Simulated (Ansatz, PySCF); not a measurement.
Energy difference 2 R1 → P1 + P2, each structure at its B3LYP-D3(BJ)/def2-TZVP stationary point, reached from a drawn start (curvature not checked).
P1, SiF4 (SMILES F[Si](F)(F)F) (charge 0, multiplicity 1, Z-matrix in Å and degrees):
```
Si
F 1 1.5673
F 1 1.5673 2 109.47
F 1 1.5673 2 109.47 3 -120.00
F 1 1.5673 2 109.47 3 120.00
```
R1: F3Si (SMILES F[Si](F)F), charge 0, multiplicity 2.
P2: F2Si (SMILES F[Si]F), charge 0, multiplicity 1.

P less R. No zero-point or thermal terms; singlets are restricted closed shells; open shells are unrestricted.

Cores are frozen in the correlated methods.

Run with Ansatz (a first-principles code) with Gaussian orbitals; PySCF for the D3/D4 terms. All values are computed, each at the level named.

The comparison value is -247.6 kJ/mol (CCSD(T)/cc-pV(Q+d)Z). It is a level with limits of its own, not the exact answer.

Question: Order these levels by how close they come to the comparison value for the reaction energy, closest first: PBE0-D4/def2-TZVPP, B3LYP-D3(BJ)/def2-TZVPP, BLYP/def2-TZVPP, CCSD(T)/cc-pV(T+d)Z, r2SCAN-D3(BJ)/def2-TZVPP. Give each level's value less the comparison value.

Answer: CCSD(T)/cc-pV(T+d)Z (-2.4 kJ/mol), B3LYP-D3(BJ)/def2-TZVPP (15.0 kJ/mol), BLYP/def2-TZVPP (18.1 kJ/mol), PBE0-D4/def2-TZVPP (30.7 kJ/mol), r2SCAN-D3(BJ)/def2-TZVPP (48.6 kJ/mol)
